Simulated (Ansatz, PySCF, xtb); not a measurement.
Reaction R1 + 2 R2 → P1 + P2, each structure at its B3LYP-D3(BJ)/def2-TZVP stationary point, reached from a drawn start (curvature not checked).
P1: H3InO3 (SMILES [OH][In]([OH])[OH]), charge 0, multiplicity 1.
R1, HInO (SMILES [OH][In]) (charge 0, multiplicity 1):
```xyz
3

In     0.3230    -0.1842    -1.5315
O      0.1794    -0.1175     0.4994
H     -0.5024     0.3018     1.0321
```
P2: H2 (SMILES [H][H]), charge 0, multiplicity 1.
R2, H2O (SMILES O) (charge 0, multiplicity 1):
```xyz
3

O      0.000     0.000     0.390
H      0.000     0.765    -0.195
H      0.000    -0.765    -0.195
```

P less R. No zero-point or thermal terms; no spin–orbit coupling. One arrangement of each flexible species, with no search for the lowest.

Frozen-core correlation throughout. In cc and def2 sets filled d and f shells under p-block atoms count as core. CBS: X⁻³ extrapolation of the correlation energy, Hartree–Fock from the larger set.

Run with Ansatz (a quantum-chemistry and plane-wave program) with Gaussian orbitals; PySCF for the D3/D4 terms; xtb for the GFN methods. All values are computed, each at the level named. Elements past Kr take the def2 small-core potentials, without spin–orbit coupling.

```json
[
 {"level": "GFN2-xTB", "reaction energy (eV)": "1.372"},
 {"level": "BLYP-D3(BJ)/def2-TZVPP", "reaction energy (eV)": "0.618"},
 {"level": "BHLYP/def2-TZVPP", "reaction energy (eV)": "0.711"},
 {"level": "CAM-B3LYP-D3(BJ)/def2-TZVPP", "reaction energy (eV)": "0.518"},
 {"level": "B2PLYP/def2-TZVPP", "reaction energy (eV)": "0.419"},
 {"level": "B2PLYP-D3(BJ)/def2-TZVPP", "reaction energy (eV)": "0.375"},
 {"level": "B2PLYP-D4/def2-TZVPP", "reaction energy (eV)": "0.379"},
 {"level": "CCSD/def2-QZVPP", "reaction energy (eV)": "0.286"},
 {"level": "CCSD(T)/CBS(def2-TZVPP, def2-QZVPP)", "reaction energy (eV)": "(withheld)"}
]
```

Q: Fill in the missing entries.

A: 
- CCSD(T)/CBS(def2-TZVPP, def2-QZVPP), reaction energy (eV): 0.175
